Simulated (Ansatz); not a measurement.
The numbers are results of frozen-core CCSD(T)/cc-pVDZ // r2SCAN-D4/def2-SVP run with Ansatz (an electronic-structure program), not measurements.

Ansatz 0.2 input:
```yaml
crystal:
  periodic: [false, false, false]
  atoms:
    - { symbol: C, position_ang: [2.11571, 0.92129, 1.50379] }
    - { symbol: O, position_ang: [0.755547, 0.515637, 1.501936] }
    - { symbol: Ge, position_ang: [0.000084, -0.000397, -0.000111] }
    - { symbol: O, position_ang: [-1.567665, -0.671587, 0.429895] }
    - { symbol: C, position_ang: [-1.669469, -1.591975, 1.505611] }
    - { symbol: O, position_ang: [1.115868, -1.124756, -0.764152] }
    - { symbol: C, position_ang: [0.875041, -1.565211, -2.091694] }
    - { symbol: O, position_ang: [-0.30332, 1.279159, -1.167906] }
    - { symbol: C, position_ang: [-1.321234, 2.236009, -0.917665] }
    - { symbol: H, position_ang: [2.261172, 1.869249, 0.953624] }
    - { symbol: H, position_ang: [2.774308, 0.154902, 1.059078] }
    - { symbol: H, position_ang: [2.41739, 1.080741, 2.550647] }
    - { symbol: H, position_ang: [-1.224716, -1.191609, 2.433381] }
    - { symbol: H, position_ang: [-2.738896, -1.785315, 1.682388] }
    - { symbol: H, position_ang: [-1.178477, -2.55405, 1.269409] }
    - { symbol: H, position_ang: [1.747043, -2.155546, -2.41332] }
    - { symbol: H, position_ang: [-0.020976, -2.21008, -2.153212] }
    - { symbol: H, position_ang: [0.744643, -0.719064, -2.78877] }
    - { symbol: H, position_ang: [-2.293163, 1.757236, -0.705488] }
    - { symbol: H, position_ang: [-1.063767, 2.895576, -0.068447] }
    - { symbol: H, position_ang: [-1.425121, 2.85979, -1.818994] }
basis:
  gaussian: { orbitals: cc-pVDZ }
correlation:
  method: ccsd_t
```

Output:

```
Functional definition: HF
1870 factors; integrals over basis functions are off by at most 1.2e-3 eV
mean field evaluation 1: about -68929.5460 eV, gradient 5.0e1 eV
mean field evaluation 2: about -68929.8095 eV, gradient 5.0e1 eV
mean field evaluation 4: about -68935.0497 eV, gradient 5.0e0 eV
mean field evaluation 8: about -68935.1204 eV, gradient 1.8e-1 eV
mean field evaluation 16: about -68934.7962 eV, gradient 6.2e-1 eV
mean field -68935.12051919 eV, -2533.3189531774 hartree, gradient 8.2e-6 eV, S^2 0.000000; 0 other end points of the search recorded, 0 dependent functions left out
17 core orbitals not correlated
reference -68935.12051919 eV, -2533.3189531774 hartree; 33, 33 occupied and 149, 149 virtual orbitals, 1870 factors
second order -38.79647328 eV of doubles, -0.00000000 eV of singles
cycle   1  -39.61316235 eV  change   -8.2e-1 eV  update   1.5e-1
cycle   2  -40.65316734 eV  change    -1.0e0 eV  update   4.2e-2
cycle   3  -40.92369652 eV  change   -2.7e-1 eV  update   2.2e-2
cycle   4  -40.91338375 eV  change    1.0e-2 eV  update   4.5e-3
cycle   5  -40.91290643 eV  change    4.8e-4 eV  update   2.0e-3
cycle   6  -40.91415068 eV  change   -1.2e-3 eV  update   6.1e-4
cycle   7  -40.91373674 eV  change    4.1e-4 eV  update   2.4e-4
cycle   8  -40.91357281 eV  change    1.6e-4 eV  update   6.5e-5
cycle   9  -40.91358248 eV  change   -9.7e-6 eV  update   2.4e-5
perturbative correction -1.11105855 eV, -0.0408306486 hartree
Total energy: -68977.14516022 eV, -2534.8633302499 hartree
```

Cost: around 21 core-minutes (rough).
